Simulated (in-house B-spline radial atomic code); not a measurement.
RPA and G0W0 for Ar IX (Ar8+), [He] 2s2 2p6, as one setting changes: the highest l of the empty states. Start: Hartree-Fock. A dash marks a level of low quasi-particle weight. Computed with an all-electron radial atomic-structure program (B-spline basis): all electrons, non-relativistic, point nucleus, each spin shell either full or empty, empty states to the listed l with an (l + 1/2)⁻⁴ tail; G0W0 by contour deformation at full frequency.

| highest l of the empty states | RPA summed (Eh) | RPA extrapolated (Eh) | G0W0 level (eV) |
| --- | --- | --- | --- |
| 3 | -0.51677 | -0.57451 | 2p -422.95 |
| 4 | ? | ? | ? |
| 5 | -0.56266 | -0.58081 | 2p -423.17 |
| 6 | -0.56882 | -0.57938 | 2p -423.15 |
| 7 | -0.57208 | -0.57876 | 2p -423.15 |
| 8 | -0.57397 | -0.57844 | 2p -423.15 |
| 9 | ? | ? | ? |
| 10 | -0.57587 | -0.57812 | 2p -423.15 |
| 11 | -0.57636 | -0.57804 | 2p -423.15 |

What belongs in the row for 9?

RPA summed (Eh): -0.57512; RPA extrapolated (Eh): -0.57825; G0W0 level (eV): 2p -423.15.

What belongs in the row for 4?

RPA summed (Eh): -0.54964; RPA extrapolated (Eh): -0.58489; G0W0 level (eV): 2p -423.19.
